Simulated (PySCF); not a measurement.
**Spinor energies of Nd³²⁺ (neodymium, charge +32)**

Start: [Ar] 3d10. Calculated with PySCF 2.14 in an uncontracted even-tempered set (16 s from 5.5 bohr⁻², ratio 2.8; 13 p from 7.2 bohr⁻², ratio 2.8; 8 d from 7.2 bohr⁻², ratio 2.8; 3 f from 30 bohr⁻², ratio 3): generalised Hartree-Fock with the X2C-1e Hamiltonian and a Gaussian nucleus; one run each with spin-orbit coupling (SO) switched off, then screened by Boettger's factors.

```
spinor shell  electrons  ε, spin-free (eV)  ε, screened SO (eV)  weight of nominal j (screened SO)  rms radius, screened SO (bohr)
       1s1/2          2           -45013.1             -45007.0                              1.000                          0.0269
       2s1/2          2            -8388.1              -8386.3                              1.000                           0.109
       2p1/2          2            -7624.1              -7990.9                              1.000                          0.0936
       2p3/2          4            -7624.1              -7464.3                              1.000                          0.0996
       3s1/2          2            -2727.2              -2726.8                              1.000                           0.279
       3p1/2          2            -2480.5              -2558.5                              1.000                           0.270
       3p3/2          4            -2480.5              -2446.2                              1.000                           0.282
       3d3/2          4            -2148.3              -2162.6                              1.000                           0.251
       3d5/2          6            -2148.3              -2138.4                              1.000                           0.255
```

```json
{"quantity": "E (hartree)", "spin-free": "-9056.84505", "screened SO": "-9061.50275"}
{"quantity": "M_J", "spin-free": "0", "screened SO": "0"}
{"quantity": "⟨J²⟩", "spin-free": "0.000", "screened SO": "0.000"}
{"quantity": "⟨L²⟩", "spin-free": "0.000", "screened SO": "0.024"}
{"quantity": "⟨S²⟩", "spin-free": "0.000", "screened SO": "0.024"}
```

Breit and QED terms are absent; they matter most for the inner s and p1/2 levels.

Densities and radii are taken from the X2C orbitals without a picture-change correction, which distorts them close to the nucleus.

Without spin-orbit coupling the j labels of p, d and f shells carry no meaning; the spin-free column gives the mean over the occupied spinors of each nl shell.
